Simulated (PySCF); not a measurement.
[HgF2]- at several levels of theory

All levels use the PBE0 minimum (doublet; Hg–F 2.185 Å (×2); F–Hg–F 135.7°), basis [Hg def2-TZVPD with ECP60, F def2-TZVPD], scalar-relativistic core potentials, density fitting, no spin–orbit coupling, PySCF. For vertical energies the ionised species is a singlet (spins chosen at PBE0 and kept). Open shells are unrestricted, also as the reference of the correlated levels. Dipoles are about the centre of mass. A dash marks a value that was not computed or is not defined at that level.

```xyz
3
charge -1 multiplicity 2, angstrom
Hg   -0.1290   -0.0529    0.0000
F     0.6331    0.2595    2.0235
F     0.6331    0.2595   -2.0235
```

```tsv
level	vertical detachment energy (eV)	−ε(HOMO) (eV)	dipole (D)
PBE0	2.98	0.82	2.68
HF	2.43	3.04	2.62
MP2	?	–	–
PBE	?	?	?
r2SCAN	2.99	0.08	2.47
B3LYP	3.08	0.68	2.70
TPSSh	2.82	0.17	2.57
r2SCAN0	3.12	1.10	2.64
r2SCANh	3.05	0.49	2.54
```

Question: Fill in the row of PBE.

Answer: vertical detachment energy (eV) 2.87, −ε(HOMO) (eV) -0.21, dipole (D) 2.53.

Question: Fill in the row of MP2.

Answer: vertical detachment energy (eV) 3.00.

The highest occupied level lies above zero at PBE, a mark of self-interaction error.

The lowest empty level of this anion is unbound, so it and the gap depend on the basis. With an element this heavy the missing spin–orbit coupling can shift these numbers.
